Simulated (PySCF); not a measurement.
## How methods differ on the interval between two levels of Al

Al [Ne] 3s2 3p1 [2P3/2, M_J = 3/2] → Al [Ne] 3s1 3p2 [4P5/2, M_J = 5/2], as a difference of total energies. Computed with PySCF 2.14 in x2c-TZVPall-2c, with the two-component X2C-1e Hamiltonian. Correlated levels: [Ne] frozen; the 6 highest virtual spinors dropped. "Screened" scales the spin-orbit matrix elements by Boettger's factors to mimic the two-electron term; Breit and QED terms are absent.

```tsv
method	interval between two levels (cm⁻¹)
GHF (spin-free)	19316
GMP2 (spin-free)	25463
GHF (screened spin-orbit)	19324
GMP2 (screened spin-orbit)	25472
```

Errors of the correlated levels include the incompleteness of this basis and the frozen core.

The labels give the starting determinants; with spin-orbit coupling the two ends relaxed to ⟨J²⟩ = 3.77, ⟨L²⟩ = 2.02, ⟨S²⟩ = 0.76 and ⟨J²⟩ = 8.76, ⟨L²⟩ = 2.01, ⟨S²⟩ = 3.75.

For comparison: 29031 cm⁻¹ (measured; NIST Handbook of Basic Atomic Spectroscopic Data (Sansonetti and Martin, J. Phys. Chem. Ref. Data 34, 1559 (2005))).
